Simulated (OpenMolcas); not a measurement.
Te: Slater's ratio, the spin-orbit constant, thermal populations, worked from levels

```json
{
 "Program": "OpenMolcas 26.06",
 "Basis": "ANO-RCC-VTZP [7s6p4d2f1g]",
 "Scalar Hamiltonian": "DKH2, point nucleus",
 "Active space": "6 electrons in 9 orbitals (RAS2 5s 5p; RAS3 5d, at most 2 electrons)",
 "State averaging": "2S+1 = 3 even, 3 roots; 2S+1 = 1 even, 6 roots; 2S+1 = 3 odd, 3 roots",
 "Spin-orbit coupling": "state interaction with AMFI integrals over the reference wave functions, term energies averaged over their components"
}
```

Methods: RASSCF; SS-RASPT2, IPEA 0.25 Eh, imaginary shift 0.1 Eh (closed shells correlated: 4d). Measured levels: NIST Handbook of Basic Atomic Spectroscopic Data.

**Slater's ratio.** With one set of orbitals, p4 has ¹D - ³P = 6 F2 and ¹S - ¹D = 9 F2 (F2 = F²/25), a ratio of 3/2. Term energies are centres of gravity, weighted by 2J + 1.

| Source | ¹D - ³P | ¹S - ³P | F2 from the first | Ratio |
| --- | --- | --- | --- | --- |
| RASSCF | 9898 | 21688 | 1650 | 1.191 |
| SS-RASPT2 | 8693 | 21235 | 1449 | 1.443 |
| measured | 8451 | 21092 | 1408 | 1.496 |

Energies in cm-1. A ratio away from 3/2 shows effects beyond one configuration with one set of orbitals, and in heavier atoms second-order spin-orbit shifts.

**The spin-orbit constant.** For the Hund term ³P of p4, E(J) = (A/2) J(J+1) + constant and ζ = -2S·A = -2A. From J = 0 to J = 2 the energy changes by 3 A.

| Source | E(2) - E(0) | A | ζ |
| --- | --- | --- | --- |
| RASSCF | -4493.1 | -1497.7 | 2995 |
| SS-RASPT2 | -4523.5 | -1507.8 | 3016 |
| measured | -4706.5 | -1568.8 | 3138 |

All in cm-1. SS-RASPT2 is off by -3.9 % and RASSCF by -4.5 %. Both methods take the spin-orbit matrix elements from the reference wave functions, so the second can move ζ only through the term energies and any multistate remixing. Second-order mixing with other terms is absorbed into this ζ.

**Thermal populations.** Z = Σ (2J + 1) exp(-E/kT) with k = 0.695035 cm-1/K, over the levels below. No other level of either list lies under 44200 cm-1, which is above 7 kT at each temperature.

| Level | 2J + 1 | SS-RASPT2 | measured |
| --- | --- | --- | --- |
| 5s² 5p⁴ ³P₂ | 5 | 0.0 | 0.0 |
| 5s² 5p⁴ ³P₁ | 3 | 4180 | 4751 |
| 5s² 5p⁴ ³P₀ | 1 | 4520 | 4706 |
| 5s² 5p⁴ ¹D₂ | 5 | 10590 | 10558 |
| 5s² 5p⁴ ¹S₀ | 1 | 23130 | 23198 |

| T (K) | Z, SS-RASPT2 | Z, measured levels | Ground level (%), SS-RASPT2 | Ground level (%), measured levels |
| --- | --- | --- | --- | --- |
| 3000 | 5.550 | 5.444 | 90.1 | 91.9 |
| 5000 | 6.412 | 6.264 | 78.0 | 79.8 |
| 8000 | 7.618 | 7.470 | 65.6 | 66.9 |

At 8000 K, kT = 5560 cm-1, and the computed levels give Z = 5.000 + 1.415 + 0.444 + 0.744 + 0.016 = 7.618.

CASPT2 breaks the degeneracy within a term, and the mean is taken; among the terms shown or strongly mixed into the levels shown the widest spread is 46 cm-1 (5s² 5p⁴ ¹D, SS-RASPT2). Active for correlation alone: 5d; no level in the range computed is led by a configuration that fills it, so any true level of that kind is missing. Computed and measured levels are paired by configuration, term and J; levels that our copy of the source lacks, or whose pairing is in doubt (as where it misses far off the trend of its configuration), stay unpaired and out of the deviations. Levels of configurations outside the active space are missing.
